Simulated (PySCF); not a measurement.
## How methods differ on the excitation energy of Si²⁺

Si²⁺ [Ne] 3s2 (1S) → Si²⁺ [Ne] 3s1 4s1 (3S), as a difference of total energies. Calculation: PySCF 2.14, in dyall-av2z (13s9p2d, 50 functions); no relativity, point nucleus. Correlated levels: valence: [Ne] frozen; virtual orbitals above 40 to 60 times the deepest correlated orbital energy dropped. The calculations carry no spin-orbit coupling.

```
           method  excitation energy (cm⁻¹)
              UHF                    144180
    MP2 (valence)                    149700
SCS-MP2 (valence)                    151600
   CCSD (valence)                    151990
```

The promoted electron is Rydberg-like, and one or two diffuse shells describe it only roughly, which tends to raise the upper state.

With two correlated electrons CCSD is exact in that space.
